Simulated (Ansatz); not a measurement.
`[NH]=[Ta]([OH])([OH])[F]`, charge 0, multiplicity 1.

Problem. Give a relaxed structure at PBE0-D4/def2-TZVP (Ansatz). (Estimate.)

Solution. Ansatz gave: 
Cartesian coordinates in Å:
```
N -1.336 -0.514 -0.459
Ta 0.267 -0.263 0.234
O 1.490 0.169 -1.160
O 0.196 1.189 1.464
F 0.831 -1.834 1.123
H -2.248 -0.710 -0.833
H 1.347 0.236 -2.104
H -0.547 1.727 1.736
```
Point group Cs.
